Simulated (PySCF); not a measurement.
CH4OZn, charge +1, doublet, at a GFN2-xTB geometry (such geometries of metal compounds can be far from the true shape) (a state made from the parent by changing its charge; the spin is typed, not shown lowest); PySCF with PBE/def2-SV(P).

PySCF was given this input:
```python
from pyscf import gto, scf, dft

mol = gto.M(
    atom='''
Zn   -0.01607811    0.02327576    0.23724981
C    -0.17205624    1.60158829   -1.11531859
H    -0.94121999    2.27474960   -0.73755294
H    -0.45181182    1.03996775   -2.01019343
H     0.82839982    2.03582431   -1.14030436
O     0.22773997   -1.68299884    0.29322262
H     0.25739310   -2.19435339    1.11668716
''',
    basis='def2-sv(p)',
    charge=1,
    spin=1,
    verbose=4,
)

mf = dft.UKS(mol)
mf.xc = 'pbe'
mf.conv_tol = 1e-6
mf.kernel()
```

What the program printed (banner, timings and long lists left out):

```
PySCF version 2.14.0

[INPUT] verbose = 4
[INPUT] num. atoms = 7
[INPUT] num. electrons = 47
[INPUT] charge = 1
[INPUT] spin (= nelec alpha-beta = 2S) = 1
[INPUT] symmetry False subgroup None
[INPUT] Mole.unit = angstrom
[INPUT] Symbol           X                Y                Z      unit          X                Y                Z       unit  Magmom
[...]
nuclear repulsion = 169.78000154522
number of shells = 30
number of NR pGTOs = 130
number of NR cGTOs = 60
basis = def2-sv(p)
ecp = {}

******** <class 'pyscf.dft.uks.UKS'> ********
method = UKS
initial guess = minao
damping factor = 0
level_shift factor = 0
DIIS = <class 'pyscf.scf.diis.CDIIS'>
diis_start_cycle = 1
diis_space = 8
diis_damp = 0
SCF conv_tol = 1e-06
SCF conv_tol_grad = None
SCF max_cycles = 50
direct_scf = True
direct_scf_tol = 1e-13
number electrons alpha = 24  beta = 23
XC library pyscf.dft.libxc version 7.1.2
    S. Lehtola, C. Steigemann, M. J. T. Oliveira, and M. A. L. Marques,  SoftwareX 7, 1–5 (2018)
XC functionals = pbe
    J. P. Perdew, K. Burke, and M. Ernzerhof,  Phys. Rev. Lett. 77, 3865 (1996)
    J. P. Perdew, K. Burke, and M. Ernzerhof,  Phys. Rev. Lett. 78, 1396 (1997)
    J. P. Perdew, K. Burke, and M. Ernzerhof,  Phys. Rev. Lett. 77, 3865 (1996)
    J. P. Perdew, K. Burke, and M. Ernzerhof,  Phys. Rev. Lett. 78, 1396 (1997)
radial grids:
    Treutler-Ahlrichs [JCP 102, 346 (1995); DOI:10.1063/1.469408] (M4) radial grids

becke partition: Becke, JCP 88, 2547 (1988); DOI:10.1063/1.454033
pruning grids: <function nwchem_prune>
grids dens level: 3
symmetrized grids: False
atomic radii adjust function: <function treutler_atomic_radii_adjust>
small_rho_cutoff = 0
Set gradient conv threshold to 0.001
tot grids = 88072
init E= -1893.94165008475

cycle= 1 E= -1893.56068550259  delta_E= 0.381  |g|= 1.07  |ddm|= 1.99
cycle= 2 E= -1888.89033085916  delta_E= 4.67  |g|= 2.69  |ddm|= 3.46
cycle= 3 E= -1893.56909319118  delta_E= -4.68  |g|= 0.929  |ddm|= 3.11
cycle= 4 E= -1893.98352962338  delta_E= -0.414  |g|= 0.0937  |ddm|= 0.916
cycle= 5 E= -1893.75671168268  delta_E= 0.227  |g|= 0.581  |ddm|= 0.989
cycle= 6 E= -1893.8065334525  delta_E= -0.0498  |g|= 0.508  |ddm|= 0.102
cycle= 7 E= -1893.84987691415  delta_E= -0.0433  |g|= 0.428  |ddm|= 0.103
cycle= 8 E= -1893.8594106039  delta_E= -0.00953  |g|= 0.41  |ddm|= 0.0233
cycle= 9 E= -1893.9363710881  delta_E= -0.077  |g|= 0.306  |ddm|= 1.01
cycle= 10 E= -1893.9374069893  delta_E= -0.00104  |g|= 0.303  |ddm|= 0.00602
[...]
cycle= 18 E= -1893.94317706471  delta_E= -0.0683  |g|= 0.286  |ddm|= 0.99
cycle= 19 E= -1893.93838755056  delta_E= 0.00479  |g|= 0.299  |ddm|= 0.0208
cycle= 20 E= -1893.93989367118  delta_E= -0.00151  |g|= 0.296  |ddm|= 0.00673
cycle= 21 E= -1893.94404292832  delta_E= -0.00415  |g|= 0.284  |ddm|= 0.017
cycle= 22 E= -1893.9422818381  delta_E= 0.00176  |g|= 0.288  |ddm|= 0.00978
cycle= 23 E= -1893.94392587843  delta_E= -0.00164  |g|= 0.284  |ddm|= 0.0167
cycle= 24 E= -1893.98305425826  delta_E= -0.0391  |g|= 0.156  |ddm|= 0.224
cycle= 25 E= -1893.86308091222  delta_E= 0.12  |g|= 0.405  |ddm|= 0.953
cycle= 26 E= -1893.86352648072  delta_E= -0.000446  |g|= 0.403  |ddm|= 0.00376
cycle= 27 E= -1893.86056820752  delta_E= 0.00296  |g|= 0.409  |ddm|= 0.0165
cycle= 28 E= -1893.89218948995  delta_E= -0.0316  |g|= 0.351  |ddm|= 0.206
cycle= 29 E= -1893.84402922574  delta_E= 0.0482  |g|= 0.439  |ddm|= 0.21
cycle= 30 E= -1893.86649748591  delta_E= -0.0225  |g|= 0.395  |ddm|= 0.0563
cycle= 31 E= -1893.87290986295  delta_E= -0.00641  |g|= 0.379  |ddm|= 0.0348
cycle= 32 E= -1893.97308821841  delta_E= -0.1  |g|= 0.193  |ddm|= 0.96
cycle= 33 E= -1893.96040115453  delta_E= 0.0127  |g|= 0.236  |ddm|= 0.0737
cycle= 34 E= -1893.97699090381  delta_E= -0.0166  |g|= 0.179  |ddm|= 0.104

cycle= 35 E= -1893.98966123812  delta_E= -0.0127  |g|= 0.125  |ddm|= 0.676
cycle= 36 E= -1893.87856062726  delta_E= 0.111  |g|= 0.371  |ddm|= 0.67
cycle= 37 E= -1893.9025353151  delta_E= -0.024  |g|= 0.34  |ddm|= 0.245
cycle= 38 E= -1893.98880965879  delta_E= -0.0863  |g|= 0.127  |ddm|= 0.881
cycle= 39 E= -1893.99779524329  delta_E= -0.00899  |g|= 0.0719  |ddm|= 0.204
cycle= 40 E= -1894.00118099182  delta_E= -0.00339  |g|= 0.027  |ddm|= 0.208
cycle= 41 E= -1894.00172714646  delta_E= -0.000546  |g|= 0.00326  |ddm|= 0.0583
cycle= 42 E= -1894.00173168747  delta_E= -4.54e-06  |g|= 0.00164  |ddm|= 0.00462
cycle= 43 E= -1894.00172836247  delta_E= 3.32e-06  |g|= 0.00277  |ddm|= 0.00914
cycle= 44 E= -1894.00172897173  delta_E= -6.09e-07  |g|= 0.00261  |ddm|= 0.000354
cycle= 45 E= -1894.00172849919  delta_E= 4.73e-07  |g|= 0.00273  |ddm|= 0.000313
cycle= 46 E= -1894.00173374408  delta_E= -5.24e-06  |g|= 0.000519  |ddm|= 0.00611
cycle= 47 E= -1894.00173385189  delta_E= -1.08e-07  |g|= 0.000328  |ddm|= 0.000278
Extra cycle  E= -1894.00158937996  delta_E= 0.000144  |g|= 0.0141  |ddm|= 0.0276
SCF not converged.
SCF energy = -1894.00158937996 after 50 cycles  <S^2> = 0.75736532  2S+1 = 2.0073518
```

Convergence was not reached.
